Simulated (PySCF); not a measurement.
Compound: C8H13 (charge +1).
SMILES with atom numbers: `[CH3:1][CH+:2]/[CH:3]=[CH:4]/[CH:5]1[CH2:6][CH2:7][CH2:8]1` (hydrogens: H9, H10, H11 on C1; H12 on C2; H13 on C3; H14 on C4; H15 on C5; H16, H17 on C6; H18, H19 on C7; H20, H21 on C8)

Computed with PySCF at PBE0/def2-SVPD, non-relativistic, on one gas-phase PBE0-D3(BJ)/def2-SVP geometry that isn't relaxed in the solvent. The solvent is an IEF-PCM continuum (cavity from Bondi-type radii × 1.2), and excitations are vertical TDDFT with non-equilibrium linear response and a frozen core. Specific hydrogen bonds and non-electrostatic terms are outside this model.

Gas-phase singlets (H = HOMO, L = LUMO):

| state | E (eV) | λ (nm) | f | leading configurations |
| --- | --- | --- | --- | --- |
| S1 | 3.919 | 316 | 0.089 | H-1→L 52%, H→L 39% |
| S2 | 3.970 | 312 | 0.131 | H→L 45%, H-1→L 29% |
| S3 | 4.106 | 302 | 0.033 | H-2→L 70%, H-1→L 17% |
| S4 | 4.973 | 249 | 0.587 | H-3→L 78%, H→L 12% |
| S5 | 5.456 | 227 | 0.028 | H-4→L 53%, H-6→L 28% |

What are the lowest 5 singlets in chloroform (ε = 4.711)?

| state | E (eV) | λ (nm) | f | leading configurations | change by rank (eV) |
| --- | --- | --- | --- | --- | --- |
| S1 | 4.064 | 305 | 0.464 | H→L 91% | +0.145 |
| S2 | 4.194 | 296 | 0.013 | H-1→L 83%, H-2→L 14% | +0.224 |
| S3 | 4.372 | 284 | 0.011 | H-2→L 77%, H-1→L 14% | +0.266 |
| S4 | 4.967 | 250 | 0.478 | H-3→L 82% | -0.006 |
| S5 | 5.407 | 229 | 0.012 | H-4→L 72%, H-5→L 21% | -0.049 |

The ground-state energy changes by -1.732 eV from gas to chloroform. By how much does the total energy of gas-phase S3 change?

E(S3) = E(S0) + excitation energy, so it changes by -1.732 + 0.266 = -1.466 eV: it is lowered less than the ground state, which is what a blue shift means. This is the vertical state, with the slow part of the continuum still set for S0.

How do the frontier levels move from gas to chloroform?

| orbital | gas (eV) | solvent (eV) | change (eV) | Löwdin shares, gas | Löwdin shares, solvent |
| --- | --- | --- | --- | --- | --- |
| LUMO+2 | -3.08 | 0.12 | +3.20 | H14 20 %, H12 18 %, C2 15 %, C4 12 % | C2 17 %, H14 14 %, H12 14 %, C4 11 % |
| LUMO+1 | -4.10 | -0.77 | +3.33 | C3 35 %, C2 20 %, C4 18 %, H13 5 % | C3 34 %, C2 20 %, C4 17 %, H13 5 % |
| LUMO | -8.06 | -4.74 | +3.32 | C4 31 %, C2 28 %, C3 9 %, C8 7 % | C4 31 %, C2 29 %, C3 9 %, C8 7 % |
| HOMO | -12.66 | -9.50 | +3.16 | C8 15 %, C5 14 %, C6 13 %, C3 12 % | C3 16 %, C8 15 %, C5 14 %, C2 11 % |
| HOMO-1 | -13.11 | -10.08 | +3.03 | C7 22 %, C6 15 %, C8 11 %, H19 10 % | C7 19 %, C6 15 %, C8 12 %, C5 12 % |
| HOMO-2 | -13.29 | -10.25 | +3.04 | C7 24 %, C8 21 %, C6 15 %, C5 9 % | C7 23 %, C8 21 %, C6 16 %, H16 8 % |
| HOMO-3 | -13.69 | -10.54 | +3.15 | C6 19 %, C7 18 %, C3 17 %, C4 12 % | C6 20 %, C7 19 %, C3 15 %, C4 13 % |

The HOMO–LUMO gap goes from 4.60 to 4.75 eV.

Shape of the structure used: `[CH3:1][CH+:2]/[CH:3]=[CH:4]/[CH:5]1[CH2:6][CH2:7][CH2:8]1`: C1–C2–C3–C4 178°, C3–C4–C5–C6 162°.
